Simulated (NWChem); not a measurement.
Species: SrBrF; SMILES [F][Sr][Br]

Program: NWChem. Geometry: optimised at PBE0/def2-SVP. def2 effective core potentials on Sr; no spin-orbit coupling. Ions are spin-unrestricted doublets at the neutral geometry; other ion states weren't tried.

```csv
level,−ε(HOMO) (eV)
B3LYP/def2-TZVP,6.98
PBE/def2-TZVP,6.02
M06-2X/def2-TZVP,8.44
"LDA (Slater exchange, VWN5)/def2-TZVP",?
```

### Question
Some entries are withheld; supply them.

### Answer

- LDA (Slater exchange, VWN5)/def2-TZVP, −ε(HOMO) (eV): 6.21
